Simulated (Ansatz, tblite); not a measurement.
Forces on dimethylphenylsulfonium iodide, `C[S+](C)c1ccccc1.[I-]` at its PBE0-D4/def2-SVP geometry. The state is a singlet with charge 0.

In the def2 sets I takes a core potential; there is no spin–orbit coupling. The xTB rows come from tblite.

GFN2-xTB (tblite), largest force 1.11 eV/Å:

```xyz
21
positions Å, forces eV/Å
C    -1.788    1.587   -0.215    0.060    0.222    0.077
S    -1.517   -0.193   -0.290   -0.892   -0.368   -0.543
C    -1.809   -0.732    1.404    0.055    0.006    0.234
C     0.304   -0.217   -0.304    0.517    0.072    0.098
C     0.868   -0.934   -1.358    0.163    0.048    0.062
C     2.255   -1.018   -1.468   -0.079    0.010    0.007
C     3.068   -0.389   -0.528   -0.055    0.029    0.065
C     2.497    0.325    0.527    0.009   -0.046   -0.088
C     1.113    0.416    0.642   -0.026   -0.114   -0.149
H    -1.495    1.981   -1.198   -0.132   -0.041    0.405
H    -2.874    1.702   -0.068    0.455    0.131   -0.022
H    -1.185    2.034    0.586   -0.323   -0.085   -0.333
H    -2.898   -0.645    1.542    0.440   -0.070    0.123
H    -1.502   -1.785    1.446   -0.143    0.380    0.097
H    -1.230   -0.122    2.108   -0.304   -0.281   -0.195
H     0.221   -1.422   -2.091    0.247    0.223    0.340
H     2.700   -1.578   -2.294   -0.172    0.227    0.336
H     4.155   -0.457   -0.614   -0.440    0.034    0.040
H     3.134    0.818    1.264   -0.252   -0.196   -0.293
H     0.680    0.979    1.473    0.159   -0.211   -0.319
I    -4.695   -0.348   -0.563    0.714    0.031    0.057
```

PBE-D4/def2-TZVP (Ansatz), largest force 0.42 eV/Å:

```
C -0.013 0.128 0.044
S -0.299 -0.162 -0.239
C -0.015 0.007 0.128
C 0.062 0.067 0.091
C -0.064 -0.063 -0.104
C 0.061 -0.075 -0.120
C 0.163 -0.022 -0.008
C 0.087 0.081 0.100
C -0.023 0.049 0.093
H -0.002 -0.007 0.050
H 0.073 0.004 0.006
H -0.027 -0.001 -0.045
H 0.061 0.002 0.007
H -0.002 0.035 0.010
H -0.016 -0.037 -0.008
H 0.018 0.021 0.039
H -0.018 0.022 0.035
H -0.045 0.005 0.003
H -0.019 -0.020 -0.028
H 0.007 -0.024 -0.042
I 0.012 -0.010 -0.013
```

ωB97X-V/def2-TZVP (Ansatz), largest force 0.72 eV/Å:

```
C -0.148 0.025 0.001
S 0.660 0.156 0.231
C -0.149 0.004 0.014
C -0.190 -0.071 -0.110
C -0.017 0.002 -0.008
C 0.056 -0.017 -0.036
C 0.024 -0.035 -0.024
C -0.014 0.041 0.034
C -0.012 0.016 0.048
H -0.059 -0.076 0.226
H 0.348 0.028 -0.017
H -0.162 -0.120 -0.189
H 0.334 -0.027 0.027
H -0.062 0.223 0.003
H -0.146 -0.134 -0.172
H 0.152 0.110 0.174
H -0.103 0.131 0.196
H -0.253 0.018 0.018
H -0.151 -0.117 -0.173
H 0.092 -0.129 -0.198
I -0.200 -0.029 -0.045
```
